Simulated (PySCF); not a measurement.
## Electron correlation in Cr²⁺ (chromium, charge +2)

[Ar] 3d3 4p1, one real determinant (an excited configuration). Calculation: PySCF 2.14, in dyall-av2z (16s12p7d2f, 101 functions); the non-relativistic Hamiltonian (point nucleus). Frozen: [Ar]; 4 electrons correlated; the 25 highest virtual orbitals of each spin left out.

```
  level  correlation energy (mhartree)
   CCSD                         -25.76
    (T)                          -0.58
CCSD(T)                         -26.34
```

Diagnostics: T1 = 0.0052, D1 = 0.0112, largest double amplitude 0.090.

The real determinant used has ⟨L²⟩ near 14 against 20 for a pure G term, so it mixes terms.

Cost of the coupled-cluster step: about 4 core-seconds, for 4 correlated electrons.

The reference is one real determinant that mixes LS terms of this configuration.
